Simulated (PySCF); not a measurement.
**In³⁺: ionisation energy**

In³⁺ [Kr] 4d10 → In⁴⁺ [Kr] 4d9 [4d3/2^4 4d5/2^5, M_J = 5/2], as a difference of total energies. All numbers are calculated (PySCF 2.14, the two-component X2C-1e Hamiltonian, in x2c-SVPall-2c). Correlated levels: [Ar] 3d10 frozen; the 6 highest virtual spinors dropped. "Screened" scales the spin-orbit matrix elements by Boettger's factors to mimic the two-electron term; Breit and QED terms are absent.

Task: Order these methods by the ionisation energy they give, lowest first.
A. GHF (spin-free)
B. GHF (screened spin-orbit)
C. GMP2 (spin-free)
D. GMP2 (screened spin-orbit)

Result: B (55.741 eV), D (55.963 eV), A (56.096 eV), C (56.320 eV).

The spin-free rows lack the spin-orbit shift.

Errors of the correlated levels include the incompleteness of this basis and the frozen core.

For comparison: 55.45 ± 0.04 eV (measured; NIST Atomic Spectra Database, ionization energies).
